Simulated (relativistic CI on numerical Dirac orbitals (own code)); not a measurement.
# One change at a time: Se²²⁺

Base calculation: Dirac-Coulomb-Breit CI, separate exchange-only KLI orbitals for each configuration, model QED (radiative potential, 1s self-energy scaled to tabulated hydrogen-like ionisation energies), unscaled Slater integrals.

Configuration list (outside the closed core [Ne]): 3s², 3s3p, 3p², 3s3d, 3d², 3p3d, 3p4s, 3d4s, 3s4s, 3s4p, 3s4d, 3s4f, 3s5s, 3s5p, 3s5d, 4s², 3s5f, 3s5g, 3s6s, 3s6p, 3s6d. Levels of other configurations are missing.

Variants: (1) only the first 3 configurations. Shifts of the energy above 3s² ¹S0, in cm⁻¹, for the lowest level and the first level of each name with at least 55 % of one term (blank where a level changes its place among those of its configuration and J or its character, or is not in the variant):

```csv
Level,Base,Δ(1)
3s² ¹S0,0,0
3s3p ³P°0,356521,+2017
3s3p ³P°1,375103,+2691
3s3p ³P°2,433072,+2164
3s3p ¹P°1,573300,+22658
3p² ³P0,856422,+4803
3p² ¹D2,900193,
3p² ³P1,906691,+2883
3p² ³P2,974952,
3s3d ³D1,1072733,
3s3d ³D2,1077903,
3s3d ³D3,1086207,
3p² ¹S0,1086239,+22365
3s3d ¹D2,1209706,
```

At this charge energies of transitions that change n are usually good to better than 1 %, and those within a shell (Δn = 0) to a few per cent.

Ionisation energy from the two ground configurations alone: base 984.73 eV. The NIST ASD value (semi-empirical) is 989.6 eV.

LS names give the leading component of a level, which can be under half, so a name can repeat, a term be missing and a line seem to break the LS rules.
